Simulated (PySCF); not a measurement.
YOCl, SMILES [O]=[Y][Cl].

Geometry optimised at PBE0-D3(BJ)/def2-TZVP. The def2 effective core potentials stand for the cores of Y; spin–orbit coupling is left out.

Method: PySCF with PBE/def2-TZVPD.

Gas-phase values at a fixed geometry.

Computed frontier levels, gap, dipole moment and polarisability:
The highest occupied level is -5.75 eV, the lowest empty level is -3.16 eV and the orbital gap is 2.60 eV. The dipole moment comes out as 1.472 e·Å, the quadrupole, principal values (traceless, Buckingham form, about the centre of nuclear charge) is -22.09, 10.67, 11.42 D·Å and the mean static polarisability is 55.8 bohr³ (8.26 Å³). The polarisability, principal values is 40.7, 49.4, 77.2 bohr³.
